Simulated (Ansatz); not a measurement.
Basis sets compared for Re2Te3. The state is a singlet with charge 0. Geometry PBE-D4/def2-SVP. Ansatz on 4 threads of Arm Neoverse V1 on a shared host; times are rough, and most runs start from earlier orbitals.

```xyz
5

Re   -1.600    0.456    0.387
Re    1.599   -0.456   -0.387
Te   -0.308    0.516   -1.879
Te   -0.382   -1.842    0.592
Te    0.690    1.326    1.287
```

In the def2 sets Re, Te take a core potential; there is no spin–orbit coupling. The restricted singlet is unstable towards broken spin symmetry in Hartree–Fock (as tested in another run); at PBE-D4/def2-SVP, PBE-D4/def2-TZVP, PBE0-D4/def2-SVP, PBE0-D4/def2-TZVP this wasn't settled. No other spin state of charge 0 was run. Another isomer (singlet) lies 3.15 eV lower at PBE0-D4/def2-TZVP; other spin states weren't run for this one.

Binding counts from free atoms (Re sextet, Te triplet) in the same basis, without a counterpoise term.

```csv
level,functions,energy (Eh),HOMO (eV),LUMO (eV),binding per atom (eV),wall time
PBE-D4/def2-SVP,142,-960.7348,-3.92,-3.73,2.41,3.2 s
PBE0-D4/def2-SVP,142,-960.6045,-4.94,-3.25,1.76,8.5 s
```

(1) Estimate the rows for PBE-D4/def2-TZVP (with forces), PBE0-D4/def2-TZVP.

Results:

(1) 
```json
{"level": "PBE-D4/def2-TZVP (with forces)", "functions": "230", "energy (Eh)": "-960.7968", "HOMO (eV)": "-3.92", "LUMO (eV)": "-3.73", "binding per atom (eV)": "2.54", "wall time": "6.5 s"}
{"level": "PBE0-D4/def2-TZVP", "functions": "230", "energy (Eh)": "-960.6668", "HOMO (eV)": "-4.90", "LUMO (eV)": "-3.21", "binding per atom (eV)": "1.90", "wall time": "34 s"}
```
